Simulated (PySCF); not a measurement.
Simulated C 1s region for `C(=C)[BH2-][AsH3+]`, binding energy against the vacuum level.

Every computed line was given a Gaussian of 0.5 eV full width at half maximum and an area set by the number of equivalent atoms; the highest printed point is 100. Computed, not measured: delta-SCF UKS SCAN, pcX-2 on the ionised atom, pcseg-1 elsewhere, spin-free X2C (PySCF 2.14.0).

(binding energy (eV), intensity): (288.8, 0), (288.9, 1), (289.0, 4), (289.1, 13), (289.2, 29), (289.3, 54), (289.4, 82), (289.5, 100), (289.6, 99), (289.7, 80), (289.8, 52), (289.9, 27), (290.0, 12), (290.1, 4), (290.2, 1), (290.3, 0)

Question: Count the maxima, the lines and the sites behind this envelope.

Answer: The curve has 1 maximum (at 289.5 eV). Under it lie 2 lines from 2 inequivalent carbon sites. At this width some lines have no maximum of their own.

Question: Decompose the envelope and assign each component. Numbering: `[CH2:1]=[CH:2][BH2-:3][AsH3+:4]`.

Answer: 
```csv
position (eV),relative area,line,atoms,environment
289.50,1,C 1s,C2,alkene CH carbon
289.60,1,C 1s,C1,terminal =CH2 carbon
```

Question: Above which line width would these two lines show one maximum?

Answer: Two equal Gaussians merge once their distance is under 2σ = FWHM/1.177. With 0.10 eV between them that is a full width over 0.12 eV.

The 2 C 1s values lie within 0.10 eV of each other; Gaussian lines of 0.5 eV full width would blend them into one maximum.

No satellites, vibrations or lifetime broadening are included. The unrestricted hole states depart most from a pure doublet (⟨S²⟩ = 0.75; over 0.85 named) for C 1s of C2 (0.85), which makes this value less certain. Geometry: PBE0-D3(BJ)/def2-SVP, one conformer, isolated molecule.

The values belong to the conformer `[CH2:1]=[CH:2][BH2-:3][AsH3+:4]`: C1–C2–B3–As4 -1°.
